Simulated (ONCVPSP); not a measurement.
Scattering properties, ONCV potential for chromium

Cr, optimised norm-conserving Vanderbilt (ONCV), made with ONCVPSP 4.0.1 (PBE, scalar-relativistic). Core [Ar], reference 3d5 (charge +1). Waves: s scattering state at 0.09 Ha: rc 1.85 bohr, ncon 4, nbas 8, qcut 3.8 1/bohr, 2 projectors, debl 1.7 Ha; p scattering state at 0.46 Ha: rc 2.45 bohr, ncon 4, nbas 7, qcut 3.2 1/bohr, 2 projectors, debl 3.3 Ha; 3d: rc 2.25 bohr, ncon 3, nbas 8, qcut 6.2 1/bohr, 2 projectors, debl 3.2 Ha. Local part: polynomial inside 1.45 bohr (lpopt 5, dvloc0 2 Ha). Core correction: Teter function, fcfact 2.75, rcfact 1.15.

In the s channel the program set the typed energies aside and used 0.050, 1.750 Ha. In the p channel the program set the typed energies aside and used 0.050, 3.350 Ha.

The phase is arctan(r·R′/R) of the radial function R(r), unwrapped; energies in Ha, scanned from -2 to 5 Ha. A pole is an energy at which the radial function vanishes at the test radius. The pseudo phase is shifted by a multiple of π to meet the all-electron one at the reference energy, and phase errors are pseudo minus all-electron; the curves can meet again beyond the range given. Levels narrower than the energy grid can be missing from the lists of poles.

| channel | radius (bohr) | reference energy (Ha) | poles, all-electron | poles, pseudo | unbroken range about the reference energy with phases within 0.05 rad | phase error 1 Ha above the reference energy (rad) |
| --- | --- | --- | --- | --- | --- | --- |
| s | 1.88 | 0.05 | 3.38 | 2.97, 4.86 | -1.9 to 3.1 | -0.001 |
| p | 2.48 | 0.05 | -1.91, 1.47 | 1.42, 4.51 | -1.6 to 3.9 | -0.008 |
| d | 2.28 | -0.36 | -0.18, 2.83 | -0.17, 2.83 | below 0.3 | +0.160 |

Note: ghosts flagged at negative energy: s at -314.3 eV; GHOST(+) flagged for s at 97.3 eV, p at 125.5 eV. A true bound ghost makes a file unfit for plane-wave use.

Phases in the s channel:

```csv
E (Ha),all-electron,pseudo
-1.98,1.247,1.192
-1.80,1.209,1.163
-1.62,1.167,1.129
-1.44,1.118,1.087
-1.26,1.060,1.034
-1.08,0.988,0.966
-0.90,0.896,0.878
-0.72,0.773,0.760
-0.54,0.607,0.598
-0.36,0.383,0.377
-0.18,0.096,0.094
0.00,-0.224,-0.224
0.18,-0.521,-0.521
0.36,-0.757,-0.758
0.54,-0.932,-0.933
0.72,-1.060,-1.062
0.90,-1.156,-1.157
1.08,-1.229,-1.230
1.26,-1.287,-1.287
1.44,-1.333,-1.333
1.62,-1.371,-1.371
1.80,-1.404,-1.404
1.98,-1.431,-1.432
2.16,-1.456,-1.457
2.34,-1.477,-1.480
2.52,-1.496,-1.502
2.70,-1.514,-1.526
2.88,-1.530,-1.553
3.06,-1.545,-1.594
3.24,-1.560,-1.696
3.42,-1.574,-3.526
3.60,-1.587,-4.529
3.78,-1.601,-4.611
3.96,-1.614,-4.644
4.14,-1.627,-4.665
4.32,-1.641,-4.680
4.50,-1.656,-4.692
4.68,-1.671,-4.703
4.86,-1.688,-4.712
```
